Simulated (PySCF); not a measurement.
Circular dichroism: SMILES [C@H]1(F)CO[CH2][Ge@@H]1[F], C3H6F2GeO

Molfile (atoms numbered from 1):
```
C3H6F2GeO
     RDKit          3D

 13 13  0  0  0  0  0  0  0  0999 V2000
   -1.7010    1.5484   -0.4064 F   0  0  0  0  0  0  0  0  0  0  0  0
   -0.9226    0.7680    0.4317 C   0  0  1  0  0  0  0  0  0  0  0  0
   -1.1407   -0.7144    0.1415 C   0  0  0  0  0  0  0  0  0  0  0  0
   -0.3459   -1.1496   -0.9433 O   0  0  0  0  0  0  0  0  0  0  0  0
    1.0165   -0.9080   -0.7326 C   0  0  0  0  0  0  0  0  0  0  0  0
    1.0243    0.9905   -0.0385 Ge  0  0  2  0  0  4  0  0  0  0  0  0
    1.8815    1.0121    1.5124 F   0  0  0  0  0  0  0  0  0  0  0  0
   -1.2116    1.0259    1.4518 H   0  0  0  0  0  0  0  0  0  0  0  0
   -0.8889   -1.2881    1.0460 H   0  0  0  0  0  0  0  0  0  0  0  0
   -2.1735   -0.9122   -0.1484 H   0  0  0  0  0  0  0  0  0  0  0  0
    1.5279   -1.0736   -1.6776 H   0  0  0  0  0  0  0  0  0  0  0  0
    1.4337   -1.5739    0.0370 H   0  0  0  0  0  0  0  0  0  0  0  0
    1.4959    2.2754   -0.6913 H   0  0  0  0  0  0  0  0  0  0  0  0
  1  2  1  0
  2  3  1  0
  3  4  1  0
  4  5  1  0
  5  6  1  0
  6  7  1  0
  6  2  1  0
  2  8  1  1
  3  9  1  0
  3 10  1  0
  5 11  1  0
  5 12  1  0
  6 13  1  6
M  END
```

Method: TDDFT CAM-B3LYP/def2-SVPD circular dichroism and optical rotation, one conformer, gas phase in PySCF. Geometry: GFN2-xTB.

The calculation is non-relativistic, which matters for the atoms heavier than Zn.

Q: What are the CIP labels of the stereocentres?

A: C2 R, Ge6 S.

Q: List the lowest 8 singlet excitations with oscillator and rotatory strengths.

A: Rotatory strengths R in 10⁻⁴⁰ esu² cm², velocity form and length form (origin at the centre of mass); f in length form.
```
state  E (eV)  λ (nm)      f  R (velocity)  R (length)                                  main
    1    5.96     208  0.008         +10.0        +9.6                        HOMO→LUMO 0.94
    2    6.91     179  0.093         -52.6       -51.6                      HOMO→LUMO+1 0.94
    3    7.16     173  0.006          +4.0        +3.9    HOMO−1→LUMO 0.43, HOMO→LUMO+2 0.25
    4    7.28     170  0.012         -24.3       -22.9    HOMO−1→LUMO 0.45, HOMO→LUMO+2 0.22
    5    7.51     165  0.027         +21.8       +22.4    HOMO→LUMO+3 0.60, HOMO→LUMO+2 0.28
    6    7.88     157  0.013          +2.5        +2.2    HOMO→LUMO+4 0.44, HOMO→LUMO+2 0.14
    7    7.97     156  0.002         +17.3       +17.2                      HOMO−2→LUMO 0.74
    8    8.10     153  0.032         -34.7       -34.4  HOMO−1→LUMO+1 0.66, HOMO→LUMO+5 0.10
```

Among the states computed, the strongest CD band (largest |R|) is state 2. The largest dissymmetry factor in size, g = 4R/(D+G), with D and G the electric and magnetic dipole strengths, is +0.11 for state 7 (velocity form, f = 0.002), among bands with |R| over 0.5. The mirror image has the same energies and oscillator strengths and all R with the opposite sign.
